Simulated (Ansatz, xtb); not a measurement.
CH5Cl2Si2+: which of two structures lies lower

Structure X: `C[SiH2][Si+](Cl)Cl`, a singlet. Structure Y: a singlet given by its coordinates. Both are isolated ions in the gas phase, relaxed with B3LYP/6-31G*; the shapes shown needn't be the lowest conformers.

X (Å):

```xyz
10

C     0.0317    1.1260    0.5150
Cl   -0.1884   -4.1807    1.2437
Cl   -2.6671   -1.9211    1.3720
Si    0.9064   -0.5234    0.5847
Si   -0.7093   -2.2517    1.0824
H    -0.4331    1.3872    1.4706
H     0.7848    1.8923    0.2891
H    -0.7245    1.1589   -0.2752
H     1.4361   -1.0630   -0.6879
H     1.8382   -0.7480    1.7129
```

Y (Å):

```xyz
10

C    -2.3037   -0.2264    1.3760
Cl   -1.5595    1.9363   -1.0339
Cl    0.5621   -0.2286    0.6591
Si   -1.0553   -1.6381    1.3517
Si   -1.2122    1.1873    0.8019
H    -3.1451   -0.3997    0.6956
H    -2.7048   -0.0360    2.3791
H    -0.5596   -2.1313    2.6455
H    -1.1605   -2.6220    0.2639
H    -0.7468    2.1905    1.7685
```

Close contacts (Å): C1–Si4 1.88, C1–Si5 1.88, Cl2–Si5 2.01, Cl3–Si4 2.25, Cl3–Si5 2.27, C1–H6 1.10, C1–H7 1.10, Si4–H8 1.47, Si4–H9 1.47, Si5–H10 1.47.

Q: Estimate E(Y) − E(X) at the level CCSD(T)/def2-SVP + ΔMP2/def2-TZVPP.

A: Calculated at CCSD(T)/def2-SVP + ΔMP2/def2-TZVPP: E(Y) − E(X) = −13.9 kcal/mol, so structure Y lies lower.

The same difference at several levels:

| level | geometry | E(Y) − E(X) (kcal/mol) | departure from the last row (kcal/mol) | job, with rough time for the two |
| --- | --- | --- | --- | --- |
| GFN2-xTB | GFN2-xTB | −5.2 | +8.7 | optimisation, 0.34 s |
| HF/STO-3G | GFN2-xTB | −21.5 | −7.6 | single point, 0.3 s |
| r2SCAN-D4/def2-SVP | GFN2-xTB | −10.3 | +3.6 | single point, 2.3 s |
| B3LYP/6-31G* | B3LYP/6-31G* | −7.6 | +6.3 | optimisation, 46 s |
| HF/def2-SVP | B3LYP/6-31G* | −14.2 | −0.2 | part of the CCSD(T) run |
| MP2/def2-SVP | B3LYP/6-31G* | −14.9 | −1.0 | part of the CCSD(T) run |
| CCSD(T)/def2-SVP | B3LYP/6-31G* | −12.6 | +1.3 | single point |
| CCSD(T)/def2-SVP + ΔMP2/def2-TZVPP | B3LYP/6-31G* | −13.9 |  | single point, 17 s |

The levels shown agree on the order. The largest departure from CCSD(T)/def2-SVP + ΔMP2/def2-TZVPP is that of GFN2-xTB, 8.7 kcal/mol. The last row adds to CCSD(T) the change of the MP2 difference between the two basis sets, here −1.3 kcal/mol.

With harmonic frequencies from B3LYP/6-31G* (ideal gas, rigid rotor, one conformer each, 298.15 K, 1 atm): on the last row, ΔE + ΔZPE = −14.4 kcal/mol. A mode under 50 cm⁻¹ makes harmonic enthalpies and free energies unreliable, so none is given.

The correlated steps freeze 21 core orbitals. Programs: Ansatz 0.2.0, xtb 6.7.1; the last row on 2 threads of Intel(R) Xeon(R) 6975P-C (Granite Rapids) on a shared host.
